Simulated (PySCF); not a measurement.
PySCF 2.14 output of an unrestricted TPSS calculation on a single atom or ion in def2-QZVPPD, with no relativity, point nucleus:

```
SCF conv_tol = 1e-09
number electrons alpha = 6  beta = 5
    J. Tao, J. P. Perdew, V. N. Staroverov, and G. E. Scuseria.,  Phys. Rev. Lett. 91, 146401 (2003)
    J. P. Perdew, J. Tao, V. N. Staroverov, and G. E. Scuseria.,  J. Chem. Phys. 120, 6898 (2004)
    J. Tao, J. P. Perdew, V. N. Staroverov, and G. E. Scuseria.,  Phys. Rev. Lett. 91, 146401 (2003)
    J. P. Perdew, J. Tao, V. N. Staroverov, and G. E. Scuseria.,  J. Chem. Phys. 120, 6898 (2004)
cycle= 1 E= -199.666840706854  delta_E= -0.00294  |g|= 0.0323  |ddm|= 0.0907
cycle= 2 E= -199.666989161121  delta_E= -0.000148  |g|= 0.0184  |ddm|= 0.0391
cycle= 3 E= -199.667052593926  delta_E= -6.34e-05  |g|= 0.000218  |ddm|= 0.0137
cycle= 4 E= -199.667052682467  delta_E= -8.85e-08  |g|= 1.16e-05  |ddm|= 0.00117
cycle= 5 E= -199.66705268271  delta_E= -2.43e-10  |g|= 3.74e-07  |ddm|= 5.48e-05
converged SCF energy = -199.66705268271  <S^2> = 0.75000686  2S+1 = 2.0000069
```

The run itself started from symmetry-adapted Hartree-Fock orbitals and held the occupation by maximum overlap, on a logarithmic radial grid, so the iterations belong to that start.

**Question.** Which element, charge and spin multiplicity is this?

**Answer.** Mg⁺ (magnesium, charge +1), multiplicity 2; the state was [Ne] 3p1, 2P determinant (an excited configuration).
